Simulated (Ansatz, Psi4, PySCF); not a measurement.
C6H14B, doublet, at a GFN2-xTB geometry. Base run: HF/STO-3G (PySCF).

Geometry (Å):
```xyz
21

C     -0.8157     1.4964     0.4961
C     -1.1237     1.1993    -0.8789
B      0.0165     0.1739    -0.1768
C     -0.4076    -1.2901     0.3142
C     -1.8963    -1.6412     0.2736
C      1.5399     0.4336    -0.6028
C      2.5726    -0.0659     0.4153
H     -0.1887     2.3430     0.7267
H     -1.5263     1.2358     1.2640
H     -0.7269     1.8399    -1.6511
H     -2.0707     0.7414    -1.1143
H      0.1329    -2.0468    -0.2623
H     -0.0647    -1.4234     1.3468
H     -2.2651    -1.6321    -0.7501
H     -2.0689    -2.6360     0.6818
H     -2.4837    -0.9347     0.8564
H      1.7492    -0.0721    -1.5518
H      1.7279     1.4954    -0.7830
H      3.5863     0.1401     0.0758
H      2.4269     0.4257     1.3747
H      2.4743    -1.1379     0.5650
```
Charge 0, spin multiplicity 2.
Orbitals are unrestricted.
All else is at PySCF's defaults.

The same geometry, method and basis name were run in Ansatz (an electronic-structure program) and Psi4 and PySCF, at each program's defaults and at the settings that a row names. The base is PySCF at its defaults. Differences at the defaults can come from grids, fitting, cores and function types together.

| code and settings | ΔE vs base (µEh) | basis functions | E (Eh) | SCF cycles | dipole (D) |
|---|---|---|---|---|---|
| PySCF, defaults (exact integrals, spherical functions) | 0.0 | 49 | -256.91353 | 13 | 1.36 |
| Psi4, defaults (density fitting with its default set, spherical functions) | -875 | 49 | -256.91440 | 11 | 1.36 |
| Ansatz, defaults (factorised integrals, spherical functions) | 52.5 | 49 | -256.91347 | - | - |
| PySCF, density fitting with def2-universal-jkfit | -875 | 49 | -256.91440 | 13 | 1.36 |
| Psi4, exact integrals, spherical functions | 0.0 | 49 | -256.91353 | 15 | 1.36 |
| Ansatz, high accuracy | 0.0 | 49 | -256.91353 | - | - |

Open shells are given as the SCF converged; they aren't shown to be the lowest states, and a large step between rows can be another state.
